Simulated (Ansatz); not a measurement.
Cartesian coordinates in Å:
```
B -1.301 0.194 0.845
C 0.010 0.162 -0.019
C 1.355 0.459 0.587
C -0.034 0.304 -1.515
N -0.534 -1.165 0.438
H -2.359 0.305 0.289
H -1.216 0.433 2.019
H 1.352 0.287 1.666
H 1.597 1.513 0.433
H 2.158 -0.137 0.134
H 0.132 1.349 -1.786
H 0.738 -0.295 -2.015
H -1.013 0.024 -1.913
H -0.905 -1.768 -0.281
H 0.019 -1.665 1.118
```

Total charge 0; spin multiplicity 1. The bonds changed during the relaxation, so this is another structure than the one it started from.

Problem. List the B3LYP/def2-TZVPP orbital energies in eV (the Gaussian-basis code of Ansatz). (Best estimate.)

Solution. Computed: Occupied: -390.91, -277.30, -276.62, -276.62, -182.03, -25.85, -20.89, -19.01, -16.96, -14.93, -13.60, -12.50, -11.41, -11.11, -10.71, -10.59, -9.64, -8.73, -8.02, -6.93. Lowest empty: 0.27, 1.29, 1.45, 2.13, 2.34, 2.47, 2.71, 2.95.

B3LYP here is the variant with VWN-RPA as its local correlation; programs differ in this.
